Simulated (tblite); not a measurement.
Run record: tight-binding relaxation, `N[SiH](N)Cn1cccc1`.

Computed with GFN2-xTB geometry optimisation, gas phase (tblite 0.8.0). Start geometry: from a force field or distance geometry. A driver script takes a list of jobs; this job's settings line and coordinates (Å) are shown.

Command:
```bash
OMP_NUM_THREADS=1 python probes_run.py task.json out
```

Input:
```
{"job": {"kind": "relax", "xc": "GFN2-xTB", "basis": "xTB"}, "charge": 0, "multiplicity": 1}
N      2.240200     0.895300    -0.028700
Si     1.515700    -0.541700    -0.555100
N      2.937200    -1.467100    -0.361000
C      0.089200    -1.125500     0.437800
N     -1.048100    -0.227000     0.348900
C     -2.056000    -0.313500    -0.592600
C     -2.948900     0.704900    -0.346300
C     -2.482300     1.412500     0.797700
C     -1.316500     0.800900     1.208400
H      2.815600     1.259000    -0.770000
H      1.494400     1.595500     0.083000
H      1.262700    -0.410700    -1.986300
H      3.352100    -1.157600     0.517800
H      3.594400    -1.192500    -1.087800
H     -0.260500    -2.109900     0.118100
H      0.331900    -1.218600     1.523400
H     -2.047500    -1.077700    -1.349700
H     -3.849700     0.896800    -0.911300
H     -2.964900     2.259200     1.274300
H     -0.664300     1.028300     2.048900
```

Output:
```
step      E/eV     max force
  0    -729.37360    3.029
  1    -729.57636    1.599
  2    -729.66654    1.075
  3    -729.77458    0.924
  4    -729.82949    0.792
  5    -729.90302    0.643
  6    -729.96067    0.553
  7    -730.00493    0.552
  8    -730.03199    0.413
  9    -730.05168    0.431
... (57 lines left out)
 67    -730.20647    0.014
 68    -730.20650    0.014
 69    -730.20654    0.014
 70    -730.20658    0.016
 71    -730.20663    0.018
 72    -730.20667    0.020
 73    -730.20670    0.016
 74    -730.20673    0.011
 75    -730.20675    0.010
 76    -730.20676    0.009
```

«max force» is the largest atomic force in eV/Å.

Question: From which step on does the largest force stay under 0.1 eV/Å, and how much energy is left to gain from there?

Answer: From step 29 (0.068 eV/Å), 15.7 meV above the end.

Main results: energy lowered by 19.2 kcal/mol over 76 steps; largest atomic force 0.009 eV/Å at the end.

Question: How long does this job take on Arm Neoverse N1, one thread, on a shared host?

Answer: About 1.1 s.
Labels such as C1 count atoms from 1, the log's own numbers from 0.
